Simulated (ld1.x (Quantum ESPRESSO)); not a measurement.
# Configuration tests for Be (Z = 4) (TM)

Be (Z = 4), norm-conserving Troullier–Martins (Kleinman–Bylander form), made with ld1.x (Quantum ESPRESSO) 7.5 (LDA (PZ), scalar-relativistic). Core [He], reference 2s2 2p0. Waves: 2s (bound): rc 1.75 bohr; 2p (bound, empty): rc 3.70 bohr. Local part: all-electron potential smoothed inside 3.35 bohr (lloc = -1). Core correction: Bessel-smoothed model core, default radius (core density twice the valence density).

Energies are relative to the spin-unpolarised reference configuration 2s2 2p0; without spin polarisation the order of configurations can differ from experiment. Spin-polarised rows fill each open shell by Hund’s rule, majority spin first.

```json
{"valence configuration": "2s1 2p0", "charge": "+1", "ΔE all-electron (eV)": "9.520", "error AE − PS (meV)": "-6.8"}
{"valence configuration": "2s1.5 2p0", "charge": "+0.5", "ΔE all-electron (eV)": "3.752", "error AE − PS (meV)": "-2.4"}
{"valence configuration": "2s1 2p1", "charge": "0", "ΔE all-electron (eV)": "3.519", "error AE − PS (meV)": "-12"}
{"valence configuration": "2s0 2p1", "charge": "+1", "ΔE all-electron (eV)": "13.334", "error AE − PS (meV)": "-119"}
{"valence configuration": "2s0 2p2", "charge": "0", "ΔE all-electron (eV)": "7.071", "error AE − PS (meV)": "-49"}
{"valence configuration": "2s1.5 2p0 (spin-polarised)", "charge": "+0.5", "ΔE all-electron (eV)": "3.671", "error AE − PS (meV)": "-2.2"}
```

(1) What are ΔE and the potential's error for 2s1 2p0 (spin-polarised)?

Levels in the configuration 2s1.5 2p0:

| level | all-electron (eV) | pseudo (eV) |
| --- | --- | --- |
| 2s | -9.466 | -9.475 |

Answers

(1) ΔE = 9.044 eV all-electron; the error (AE − PS) is -6.4 meV.
